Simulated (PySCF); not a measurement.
B3H3O3. Atoms are numbered in the order given.

```xyz
9

B     -1.3811     0.0000     0.0000
O     -0.6857    -1.1876     0.0000
B      0.6905    -1.1960     0.0000
O      1.3713     0.0000     0.0000
B      0.6905     1.1960     0.0000
O     -0.6857     1.1876     0.0000
H     -2.5835     0.0000     0.0000
H      1.2917    -2.2374     0.0000
H      1.2917     2.2374     0.0000
```

Coordinates come from a ωB97X-D3(BJ)/def2-SVP optimisation.

All values below come from TDA-M06-2X/def2-SVPD (PySCF 2.14.0).

Vertical excitations; the highest root listed may be one member of a degenerate set. Gas-phase values at a fixed geometry. State labels are in the subgroup C2v.

```csv
state,symmetry,energy (eV),λ (nm),f,main pairs
S1,B2,7.81,159,0.096,"HOMO→LUMO 48 %, HOMO−1→LUMO+1 46 %"
S2,B2,7.89,157,0.000,"HOMO−1→LUMO+1, HOMO→LUMO (degenerate set)"
S3,A2,7.89,157,0.000,"HOMO→LUMO+1, HOMO−1→LUMO (degenerate set)"
S4,A2,7.94,156,0.000,"HOMO−1→LUMO 43 %, HOMO→LUMO+1 43 %"
S5,B1,8.81,141,0.000,"HOMO−2→LUMO+1 48 %, HOMO−3→LUMO 48 %"
S6,B2,9.13,136,0.000,"HOMO→LUMO+5, HOMO−5→LUMO, HOMO−6→LUMO+1, HOMO−4→LUMO (degenerate set)"
S7,A2,9.13,136,0.000,"HOMO−1→LUMO+5, HOMO−5→LUMO+1, HOMO−6→LUMO, HOMO−4→LUMO+1 (degenerate set)"
S8,A1,9.24,134,0.000,HOMO→LUMO+2 (degenerate set)
S9,B1,9.24,134,0.000,HOMO−1→LUMO+2 (degenerate set)
S10,B2,9.68,128,0.028,"HOMO−6→LUMO+1 46 %, HOMO−5→LUMO 46 %"
T1,B2,7.18,173,0,"HOMO→LUMO 44 %, HOMO−1→LUMO+1 43 %"
T2,B2,7.38,168,0,"HOMO−1→LUMO+1 38 %, HOMO→LUMO 37 %, HOMO−4→LUMO 15 %"
T3,A2,7.38,168,0,"HOMO→LUMO+1 38 %, HOMO−1→LUMO 38 %, HOMO−4→LUMO+1 15 %"
T4,A2,7.90,157,0,"HOMO→LUMO+1 43 %, HOMO−1→LUMO 43 %"
```
Triplets are in the Tamm–Dancoff approximation.
